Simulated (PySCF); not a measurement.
Several molecules and their computed UV-vis stick spectra, shuffled. Method: PySCF 2.14.0, density-fitted response routines, TDDFT CAM-B3LYP/def2-SVPD, vertical, gas phase, core orbitals frozen in the response, def2 core potentials past Kr. Geometries: PBE0-D3(BJ)/def2-SVP; one conformer of each isolated species. Triplets are in the Tamm–Dancoff approximation. Atoms past krypton carry core potentials; spin–orbit coupling is left out. Ions are computed without counter-ions or solvent.

A. `[PH3]->[Au]([Cl])([Cl])[Cl]`
B. `FC(F)(F)C(F)(F)/C=N\[SiH3]`
C. `C#CC(=C)O/C=C(/F)Br`
D. `C#CC1C=CC=C1`
E. `C=[N+](C)C`

Lowest singlet levels (six at most, fewer where fewer were computed) with oscillator strengths:

1. 326 nm (f 0.001); 176 nm (f 0.008); 169 nm (f 0.297); 166 nm (f 0.007); 162 nm (f 0.167); 153 nm (f 0.006)
2. 246 nm (f 0.058); 195 nm (f 0.020); 193 nm (f 0.001); 190 nm (f 0.001); 188 nm (f 0.013); 186 nm (f 0.009); T1 3.04 eV
3. 242 nm (f 0.220); 236 nm (f 0.000); 222 nm (f 0.000); 209 nm (f 0.000); 206 nm (f 0.131); 200 nm (f 0.426)
4. 163 nm (f 0.316); 159 nm (f 0.000); 153 nm (f 0.000); 144 nm (f 0.001); 142 nm (f 0.054); 124 nm (f 0.014); T1 4.69 eV
5. 437 nm (f 0.010); 427 nm (f 0.000); 411 nm (f 0.000); 396 nm (f 0.001); 342 nm (f 0.041); 305 nm (f 0.001); T1 2.43 eV

Question: Match each spectrum to its molecule.

Answer: 1 = B, 2 = D, 3 = C, 4 = E, 5 = A.
- A: S1 at 2.84 eV, HOMO→LUMO (94%); for S1 the Löwdin share of gold is at most 4% in HOMO and 37% in LUMO; HOMO -9.38 and LUMO -3.26 eV; point group Cs, 2 of its 6 listed states under f = 0.0005.
- B: S1 at 3.81 eV, HOMO→LUMO (96%); Löwdin shares by element: HOMO nitrogen 53%, carbon 12% or more, silicon 11%, hydrogen 7% or more (atoms not listed hold the other 17%); LUMO carbon 41% or more, nitrogen 33%, silicon 6% (atoms not listed hold the other 19%); HOMO -9.19 and LUMO -0.80 eV.
- C: S1 at 5.13 eV, HOMO→LUMO (96%); Löwdin shares by element: HOMO carbon 48% or more, oxygen 17% (atoms not listed hold the other 35%); LUMO carbon 79% or more (atoms not listed hold the other 21%); HOMO -7.73 and LUMO -0.17 eV.
- D: S1 at 5.05 eV, HOMO→LUMO (98%); Löwdin shares by element: HOMO carbon 82% or more (atoms not listed hold the other 18%); LUMO carbon 73% or more (atoms not listed hold the other 27%); HOMO -7.87 and LUMO 0.25 eV; point group Cs.
- E: S1 at 7.62 eV, HOMO→LUMO (98%); Löwdin shares by element: HOMO carbon 45%, nitrogen 31% (atoms not listed hold the other 24%); LUMO carbon 44% or more, nitrogen 32%, hydrogen 14% or more; HOMO -16.61 and LUMO -6.13 eV; point group C2v, 2 of its 6 listed states under f = 0.0005.
C and D have S1 within 0.09 eV of each other; their strongest listed levels stand at 6.21 eV (f 0.426) and 5.05 eV (f 0.058).
